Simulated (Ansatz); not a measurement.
Basis sets compared for GaMe2H (C2H7Ga). The state is a singlet with charge 0. Geometry r2SCAN-D4/def2-SVP. Ansatz on 2 threads of Intel Xeon 6975P-C on a shared host; times are rough, and most runs start from earlier orbitals.

```xyz
10

C    -1.431    0.901   -0.372
C     1.636   -0.533    0.156
Ga   -0.323   -0.562    0.336
H    -1.748    0.637   -1.397
H    -0.881    1.853   -0.439
H    -2.350    1.057    0.215
H     2.074   -0.190    1.111
H     1.984    0.154   -0.630
H     2.048   -1.537   -0.036
H    -1.011   -1.780    1.057
```

Binding counts from free atoms (C triplet, Ga doublet, H doublet) in the same basis, without a counterpoise term.

```tsv
level	functions	energy (Eh)	HOMO (eV)	LUMO (eV)	binding per atom (eV)	wall time
PBE-D4/def2-SVP	95	-2004.5491	-6.39	-1.68	3.51	0.6 s
PBE0-D4/def2-SVP	95	-2004.6123	-7.65	-0.88	3.49	0.7 s
```

(1) Estimate the rows for PBE-D4/def2-TZVP (with forces), PBE0-D4/def2-TZVP.

## Answers

(1) 
```json
{"level": "PBE-D4/def2-TZVP (with forces)", "functions": "152", "energy (Eh)": "-2004.8889", "HOMO (eV)": "-6.46", "LUMO (eV)": "-1.74", "binding per atom (eV)": "3.50", "wall time": "1.2 s"}
{"level": "PBE0-D4/def2-TZVP", "functions": "152", "energy (Eh)": "-2004.9470", "HOMO (eV)": "-7.68", "LUMO (eV)": "-0.93", "binding per atom (eV)": "3.47", "wall time": "1.4 s"}
```
